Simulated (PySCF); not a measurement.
SMILES [SiH3][O][ZnH] (H4OSiZn) at its PBE0/def2-SVP optimised geometry (Å):

```
7

Zn    -1.6946    -1.9968    -2.6594
H     -2.2515    -2.7498    -3.8486
O     -1.0489    -1.1224    -1.2793
Si    -0.4512    -0.3095     0.0000
H      1.0489    -0.3095     0.0000
H     -0.8986    -0.9177     1.2963
H     -0.8984     1.1224     0.0000
```

Computed with PBE0/def2-TZVP (PySCF 2.14.0).

Map of the electron localisation function on the plane z = 1.2 Å:

```
|                           |
|                           |
|                           |
|                           |
|         ...               |
|       :=**+:              |
|      :+#%%#+:             |
|      -*%%%%+:             |
|      :+###*=.             |
|      .-=++=:              |
|       .::::.     ..       |
|        .....   .:=+-      |
|       .:--:.  .:+##*:     |
|     .:+*###=:..-*%%#=     |
|    .-#@@@@@%=::-*%%%=     |
|    :#@@@@@@@#:.-+#%#=     |
|    =%@@@@@@@%-.:-+*+:     |
|    =%@@@@@@@%-...-=-.     |
|    -%@@@@@@@%-.  ...      |
|    :*@@@@@@@#:            |
|     -#@@@@@@+.            |
|     .-*%@@%*-             |
|       :=++=:              |
|         ..                |
|                           |
|                           |
|                           |
```
Scale: ten equal steps from 0.000 (start of ' ') to 1.000 (end of '@'), in the order ' .:-=+*#%@'; x runs from -3.50 to 3.50, y from -3.50 (bottom) to 3.50 (top).
